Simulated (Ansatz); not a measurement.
BeF$_{2}$, charge +1, doublet, geometry from GFN2-xTB (such geometries of metal compounds can be far from the true shape) (a state made from the parent by changing its charge; the spin is typed, not shown lowest). Base run: PBE0/pcseg-1 (Ansatz, a quantum-chemistry and plane-wave program).

Ansatz was given this input:
Ansatz 0.2 input:
```yaml
crystal:
  periodic: [false, false, false]
  atoms:
    - {symbol: Be, position_ang: [0.00000000, 0.00000000, 0.00000000]}
    - {symbol: F, position_ang: [-0.00000000, -0.00000000, -1.40271250]}
    - {symbol: F, position_ang: [0.00000000, 0.00000000, 1.40271250]}
basis:
  gaussian:
    orbitals: pcseg-1.json
hamiltonian:
  xc: pbe0
total_charge: 1
magnetization: {spin_polarized: true, initial_magnetization: 1}
```
The basis file holds pcseg-1 in the JSON format of the Basis Set Exchange.

The base run was repeated with changes; each row names its change, and settings that it needs were set with it.

```csv
change,E (Eh),<S^2>
base,-213.77335,0.763
functional = B97M-V,-213.93918,0.759
functional = revpbe,-213.94679,0.754
functional = wB97M-V,-213.92582,0.764
functional = cam_b3lyp,-213.93172,0.764
functional = pbe0; dispersion = d3bjatm,-213.77391,0.763
functional = blyp; dispersion = d4,-214.01485,0.754
functional = b3lyp; dispersion = d3bjatm,-214.00992,0.760
functional = r2scan,-213.90718,0.757
functional = BHLYP,-213.90131,0.779
functional = wB97X-V,-213.90634,0.764
functional = lc_wpbe,-213.84704,0.764
functional = pbe,-213.79788,0.754
```

Total energies compare only within one method and basis.
